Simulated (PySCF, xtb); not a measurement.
BCl, charge +1, multiplicity 2. Atoms are numbered in the order given.

```xyz
2

B      0.0000     0.0000    -1.2366
Cl     0.0000     0.0000     0.3637
```
Charge +1, spin multiplicity 2.

Geometry optimised at B3LYP-D3(BJ)/def2-TZVPD.

Level of theory: IEF-PCM-M06-2X/def2-TZVPD in PySCF 2.14.0.

The values are the electrostatic part of the solvation free energy, E(continuum) − E(gas) at the gas-phase geometry, in a cavity of scaled van der Waals radii (PySCF's table); cavitation and dispersion terms are not included.

```csv
solvent,ε,ΔG(elec) (kcal/mol)
water,78.36,-64.8
dichloromethane,8.93,-58.3
dimethylsulfoxide,46.83,___
```

**Question.** What belongs in the gaps? (The exact figures need the calculation; the answer reports its results.)

**Answer.** 
- dimethylsulfoxide, ΔG(elec) (kcal/mol): -64.2

For comparison, GFN2-xTB/ALPB(water) (xtb, at the GFN2-xTB geometry, all terms of that model) gives -63.0 kcal/mol.
